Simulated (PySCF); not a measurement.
## Electron affinity of Co by level of theory

Co⁻ [Ar] 3d8 4s2 [3d3/2^4 3d5/2^4, M_J = 4] → Co [Ar] 3d7 4s2 [3d3/2^4 3d5/2^3, M_J = 9/2], as a difference of total energies. Computed with PySCF 2.14 in x2c-SVPall-2c with one added diffuse shell each of s, d type (6s5p4d1f, 48 functions), with the two-component X2C-1e Hamiltonian. Correlated levels: [Ne] frozen; the 6 highest virtual spinors dropped. "Screened" scales the spin-orbit matrix elements by Boettger's factors to mimic the two-electron term; Breit and QED terms are absent.

```csv
method,electron affinity (eV)
GHF (spin-free),-1.975
GMP2 (spin-free),0.273
GHF (screened spin-orbit),-1.987
GMP2 (screened spin-orbit),0.260
```

Errors of the correlated levels include the incompleteness of this basis, which has no added diffuse functions for the anion, and the frozen core.

The labels give the starting determinants; with spin-orbit coupling the two ends relaxed to ⟨J²⟩ = 20.13, ⟨L²⟩ = 12.01, ⟨S²⟩ = 2.11 and ⟨J²⟩ = 24.76, ⟨L²⟩ = 12.02, ⟨S²⟩ = 3.76.

A negative affinity means that the anion lies above the atom at that level of theory.

For comparison: 0.662 eV (measured; photodetachment measurements, as compiled on the Wikipedia data page of electron affinities).
